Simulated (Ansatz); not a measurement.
`[OH][SnH2][SeH]` + `CO[SiH2]F` → `C[O][SnH2][SeH]` + `O[SiH2]F`  (redistribution)

Gas-phase electronic energies from Ansatz, PBE0-D4/def2-TZVP geometries. CBS: MP2 limit from def2 TZ/QZ plus the TZ coupled-cluster correction, frozen cores. DFT in def2-TZVPP. B3LYP here is the variant with VWN-RPA as its local correlation; programs differ in this. HSE06 is defined as in plane-wave codes. Elements past krypton have def2 core potentials. For Se, Sn outer-core shells are correlated without core-valence functions, which leaves a few kJ/mol of doubt a bond. Scalar relativity is left out up to krypton. One conformer a species, not always the lowest.

```csv
level,ΔE (kJ/mol)
HSE06-D4,2.6
ωB97M-V,3.5
B2PLYP,4.0
PBE,3.6
B3LYP,5.6
BHLYP,6.0
CAM-B3LYP,5.7
HF/def2-TZVPP,7.6
```

**Question.** What does CCSD(T)/CBS give? (An estimate is asked.)

**Answer.** Computed: +0.8 kJ/mol. The listed levels differ from it by 1.8, 2.7, 3.2, 2.8, 4.8, 5.2, 4.9, 6.8 kJ/mol.

Largest T1 diagnostic among the species: 0.012.

In def2-TZVPP, CCSD(T) changes the Hartree–Fock value by −5.9 kJ/mol (the triples alone add −1.0 kJ/mol) and MP2 by −6.7 kJ/mol. Leaving LDA and LC-ωPBE aside and taking each functional with its dispersion term where it has one, the values, not all of them listed here, spread over 2.0 kJ/mol, from PBE-D4 to CAM-B3LYP-D4.
